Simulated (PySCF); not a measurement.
Isomers of C6H9Si2 (doublet state), from PBE0-D3(BJ)/def2-SVP geometry optimisation, gas phase (PySCF). One conformer each, no zero-point energy, no frequencies.

Question: Which isomer lies lower at this level?
A. `[SiH2:1][c:2]1[cH:3][cH:4][c:5]([SiH3:6])[cH:7][cH:8]1` (doublet state) with H–Si1–C2–C3 -155° and -28°: A = 5150, B = 664.5, C = 593.5 MHz, dipole 0.03 D
B. `[SiH3]c1[c]cc([SiH3])cc1` [radical]: A = 5349, B = 645.6, C = 583.9 MHz, dipole 0.73 D

Answer: A. That is `[SiH2]c1ccc([SiH3])cc1` [radical], 25.5 kcal/mol below the other.

```
                  SMILES                                           mapped SMILES      E (Eh)  relative (kcal/mol)  relative (kJ/mol)  dipole (D)   ⟨S²⟩
  [SiH2]c1ccc([SiH3])cc1  [SiH2:1][c:2]1[cH:3][cH:4][c:5]([SiH3:6])[cH:7][cH:8]1  -812.12623                  0.0                0.0        0.03  0.758
[SiH3]c1[c]cc([SiH3])cc1   [SiH3:1][c:2]1[c:3][cH:4][c:5]([SiH3:6])[cH:7][cH:8]1  -812.08566                 25.5              106.5        0.73  0.761
```
